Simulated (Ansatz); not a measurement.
`[NH2][Ga]([OH])[OH]` + `BC(=C)Br` → `[NH2][GaH][OH]` + `B/C(Br)=C/O`  (redistribution)

Program: Ansatz. Geometries: PBE0-D4/def2-TZVP. ΔE: electronic, gas phase. CCSD(T)/CBS adds triple-zeta CCSD(T) − MP2 to the extrapolated MP2 energy (def2 sets, frozen cores). Functionals use def2-TZVPP. B3LYP here is the variant with VWN-RPA as its local correlation; programs differ in this. For Br, Ga outer-core shells are correlated without core-valence functions, which leaves a few kJ/mol of doubt a bond. Scalar relativity is left out up to krypton. Each species was taken in one conformer, which may not be the lowest.

```json
{"level": "PBE-D4", "ΔE (kJ/mol)": "38.8", "difference from CCSD(T)/CBS": "-34.2"}
{"level": "r2SCAN-D4", "ΔE (kJ/mol)": "49.2", "difference from CCSD(T)/CBS": "-23.8"}
{"level": "B3LYP-D4", "ΔE (kJ/mol)": "56.5", "difference from CCSD(T)/CBS": "-16.5"}
{"level": "ωB97X-V", "ΔE (kJ/mol)": "59.2", "difference from CCSD(T)/CBS": "-13.8"}
{"level": "ωB97M-V", "ΔE (kJ/mol)": "57.7", "difference from CCSD(T)/CBS": "-15.3"}
{"level": "B2PLYP", "ΔE (kJ/mol)": "65.9", "difference from CCSD(T)/CBS": "-7.1"}
{"level": "r2SCAN", "ΔE (kJ/mol)": "49.4", "difference from CCSD(T)/CBS": "-23.6"}
{"level": "PBE0", "ΔE (kJ/mol)": "48.2", "difference from CCSD(T)/CBS": "-24.8"}
{"level": "B3LYP", "ΔE (kJ/mol)": "58.0", "difference from CCSD(T)/CBS": "-15.0"}
{"level": "HF/def2-TZVPP", "ΔE (kJ/mol)": "80.8", "difference from CCSD(T)/CBS": "7.8"}
{"level": "SCS-MP2/def2-TZVPP", "ΔE (kJ/mol)": "80.3", "difference from CCSD(T)/CBS": "7.3"}
{"level": "MP2/def2-QZVPP", "ΔE (kJ/mol)": "76.2", "difference from CCSD(T)/CBS": "3.2"}
{"level": "SCS-MP2/def2-QZVPP", "ΔE (kJ/mol)": "80.5", "difference from CCSD(T)/CBS": "7.5"}
{"level": "HF/CBS(def2)", "ΔE (kJ/mol)": "81.2", "difference from CCSD(T)/CBS": "8.2"}
{"level": "MP2/CBS(def2)", "ΔE (kJ/mol)": "76.0", "difference from CCSD(T)/CBS": "3.0"}
{"level": "CCSD/CBS(def2)", "ΔE (kJ/mol)": "76.8", "difference from CCSD(T)/CBS": "3.8"}
{"level": "CCSD(T)/CBS", "ΔE (kJ/mol)": "73.0", "difference from CCSD(T)/CBS": "0"}
```

Largest T1 diagnostic among the species: 0.014.

From PBE to PBE0 (25 % exact exchange), in def2-TZVPP and without D4, ΔE moves by +8.4 kJ/mol. In def2-TZVPP, CCSD(T) changes the Hartree–Fock value by −7.6 kJ/mol (the triples alone add −3.9 kJ/mol) and MP2 by −4.6 kJ/mol.
